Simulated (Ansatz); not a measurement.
Gas-phase electronic energies from Ansatz, PBE0-D4/def2-TZVP geometries. CCSD(T)/CBS adds triple-zeta CCSD(T) − MP2 to the extrapolated MP2 energy (def2 sets, frozen cores). This one scheme is used for every species. DFT in def2-TZVPP. For Zn outer-core shells are correlated without core-valence functions, which leaves a few kJ/mol of doubt a bond. Scalar relativity is left out up to krypton. Each species was taken in one conformer, which may not be the lowest.

`C[S][Zn][SH]` + H₂ → `C[S][ZnH]` + H₂S  (hydrogenolysis of a Zn–S bond)

`C[S][Zn][SH]`:

```xyz
8

C    -1.338   -1.025    0.252
S    -0.629   -0.433   -1.322
Zn    1.160    0.583   -0.668
S     2.972    1.581   -0.031
H    -2.258   -1.549   -0.007
H    -1.586   -0.201    0.919
H    -0.672   -1.724    0.757
H     2.351    2.767    0.100
```

H₂:

Cartesian coordinates in Å:
```
H 0.051 0.285 0.236
H -0.051 -0.285 -0.236
```

`C[S][ZnH]`:

```xyz
7

C     0.178    0.977    0.560
S     1.213   -0.453    0.095
Zn   -0.195   -1.725   -0.956
H    -0.625    0.690    1.237
H    -0.235    1.479   -0.313
H     0.833    1.676    1.081
H    -1.170   -2.643   -1.704
```

H₂S:

```xyz
3

S    -0.250    0.381    0.420
H    -0.157   -0.953    0.314
H     0.407    0.572   -0.734
```

| level | ΔE (kcal/mol) |
| --- | --- |
| ωB97M-V | 17.3 |
| CCSD(T)/def2-SVP | 14.9 |

(1) What does CCSD(T)/CBS give? (An estimate is asked.)

(2) What do rigid-rotor, harmonic-oscillator terms from PBE0-D4/def2-TZVP frequencies (298.15 K, 1 bar) make of the CCSD(T)/CBS value? (An estimate is asked.)

Largest T1 diagnostic among the species: 0.014.

## Answers

(1) Ansatz gave: +19.7 kcal/mol. The listed levels differ from it by -2.4, -4.8 kcal/mol.

(2) The calculation gave: ΔZPE = +1.4 kcal/mol, ΔH = +20.2 kcal/mol, ΔS = 23 J/(mol·K), ΔG = +18.5 kcal/mol.

In def2-TZVPP, CCSD(T) changes the Hartree–Fock value by +1.6 kcal/mol (the triples alone add +0.8 kcal/mol) and MP2 by +3.9 kcal/mol. The D4 term adds +1.2 kcal/mol with B3LYP and +0.7 kcal/mol with PBE0; it sums over pairs of atoms, weighted by their polarisabilities, and B3LYP, whose exchange is more repulsive, gets the larger term.

B3LYP here is the variant with VWN-RPA as its local correlation; programs differ in this.
